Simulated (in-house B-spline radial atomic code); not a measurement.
Settings and results of a run for the neon ion Ne²⁺. Computed with an all-electron radial atomic-structure program (B-spline basis): scalar-relativistic (X2C) M06-L, spin-polarised, spherical fractional occupations, Fermi nucleus of rms radius 3.0055 fm.

Command:
```bash
python run_scf.py task.json out
```
Settings (nuclear radius in fm, mass in u):
```
Z                10
configuration    [He] 2s2 2p4
hamiltonian      x2c
method           m06l
spin_polarised   True
nucleus          fermi
rms_radius       3.0055
atomic_mass      19.99244
speed_of_light   137.035999084
```

Output (hartree, bohr):
```
 radial grid: 68 intervals, B-splines of order 8, outer radius 14.8148 bohr

 iter        energy (Eh)    residual
    1        -126.760275    2.87e-02
    2        -126.768354    5.07e-03
    3        -126.768410    4.03e-03
    4        -126.768445    3.22e-03
    5        -126.768468    2.57e-03
    6        -126.768484    2.06e-03
    7        -126.768494    1.66e-03
    8        -126.768501    1.34e-03
    9        -126.768505    1.09e-03
   10        -126.768508    8.81e-04
   11        -126.768510    7.17e-04
   12        -126.768512    5.85e-04
   13        -126.768513    4.78e-04
   14        -126.768514    3.92e-04
   15        -126.768514    3.22e-04
   16        -126.768514    2.65e-04
   17        -126.768515    5.22e-05
   18        -126.768515    7.52e-06
   19        -126.768515    9.95e-07
   20        -126.768515    2.93e-07
   21        -126.768515    1.04e-06
   22        -126.768515    2.18e-06
   23        -126.768515    9.92e-07
   24        -126.768515    3.96e-07
   25        -126.768515    2.42e-07

 total energy                      -126.76852
 kinetic                             126.8201
 electron-nucleus                   -293.5884
 Hartree                              51.3530
 exchange-correlation                -11.3532

 orbital      occ     eigenvalue          <r>       <r^2>       <1/r>       r_max
 1s up      1.000       -32.6871      0.15768   0.0335718     9.65102      0.1031
 1s down    1.000       -32.5991     0.157121    0.033288     9.67244       0.103
 2s up      1.000        -3.0592     0.812841    0.786053     1.79139       0.655
 2s down    1.000        -2.8290     0.834707    0.831505     1.73637      0.6635
 2p up      3.000        -2.1346     0.795513    0.792345     1.65385      0.5824
 2p down    1.000        -1.8921     0.835529    0.881672      1.5924      0.6037

 Slater integrals (Eh)
   F0(2s up,2s up)               1.115233
   F0(2s up,2s down)             1.100820
   F0(2s up,2p up)               1.128964
   G1(2s up,2p up)               0.684666
   F0(2s up,2p down)             1.104184
   F0(2s down,2s down)           1.086903
   F0(2s down,2p up)             1.113666
   F0(2s down,2p down)           1.089700
   G1(2s down,2p down)           0.662236
   F0(2p up,2p up)               1.154249
   F2(2p up,2p up)               0.530833
   F0(2p up,2p down)             1.127323
   F2(2p up,2p down)             0.515364
   F0(2p down,2p down)           1.101801
   F2(2p down,2p down)           0.501424
```

Time taken, with all properties: 3.5 s on 1 thread of Intel(R) Xeon(R) 6975P-C, with other jobs on the host.

States collapsed into the nucleus by a negative tau potential were left out of the aufbau.

The next ion did not converge.
